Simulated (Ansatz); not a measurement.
Program: Ansatz. Geometries: PBE0-D4/def2-TZVP. ΔE: electronic, gas phase. CBS: MP2 limit from def2 TZ/QZ plus the TZ coupled-cluster correction, frozen cores. This one scheme is used for every species. Functionals use def2-TZVPP. B3LYP here is the variant with VWN-RPA as its local correlation; programs differ in this. One conformer a species, not always the lowest.

Reaction (cleavage of the Si–Si bond): `O[SiH2][SiH](O)F` + `[SiH3]P` → `O[SiH2]P[SiH3]` + `O[SiH2]F`

(1) Is it downhill or uphill in electronic energy at CCSD(T)/CBS, and by how much? (An estimate is asked.)

(2) What do these levels give: PBE-D4, r2SCAN-D4, PBE0-D4, B3LYP-D4, ωB97X-V, PBE, B3LYP, SCS-MP2/def2-TZVPP, HF/def2-QZVPP, SCS-MP2/def2-QZVPP, MP2/CBS(def2), CCSD/CBS(def2)? (An estimate is asked.)

Largest T1 diagnostic among the species: 0.013.

Results:

(1) Ansatz gave: Downhill: ΔE = -50.3 kJ/mol.

(2) The calculation gave: PBE-D4 -41.2, r2SCAN-D4 -48.1, PBE0-D4 -45.1, B3LYP-D4 -44.0, ωB97X-V -44.0, PBE -38.7, B3LYP -40.0, SCS-MP2/def2-TZVPP -54.2, HF/def2-QZVPP -47.1, SCS-MP2/def2-QZVPP -55.0, MP2/CBS(def2) -59.8, CCSD/CBS(def2) -48.6 kJ/mol.

From PBE to PBE0 (25 % exact exchange), in def2-TZVPP and without D4, ΔE moves by −4.1 kJ/mol. The D4 term adds −4.0 kJ/mol with B3LYP and −2.2 kJ/mol with PBE0; it sums over pairs of atoms, weighted by their polarisabilities, and B3LYP, whose exchange is more repulsive, gets the larger term.
